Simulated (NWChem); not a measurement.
Species: HfH₃Cl; SMILES [Cl][HfH3]

Program: NWChem. The geometry was optimised at PBE0/def2-SVP. def2 effective core potentials on Hf; no spin-orbit coupling.

Task: Predict the results for PW6B95/def2-TZVP. Quantities: highest occupied level (eV); orbital gap (eV); dipole (D).

Result: The highest occupied level (eV) comes out as -8.72. The orbital gap (eV) comes out as 6.59. The dipole (D) is 0.48.
